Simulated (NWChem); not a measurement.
Molecule: CsF; SMILES [F][Cs]

Program: NWChem. def2 effective core potentials on Cs; no spin-orbit coupling. The level has its own optimisation; frequencies are unscaled.

Q: Predict the results for B3LYP/def2-TZVPD. Quantities: r Cs–F (Å); highest harmonic frequency (cm⁻¹); zero-point energy (kcal/mol).

A: 
```
Item                               Result
---------------------------------  ------
r Cs–F (Å)                          2.417
highest harmonic frequency (cm⁻¹)     344
zero-point energy (kcal/mol)          0.5
```
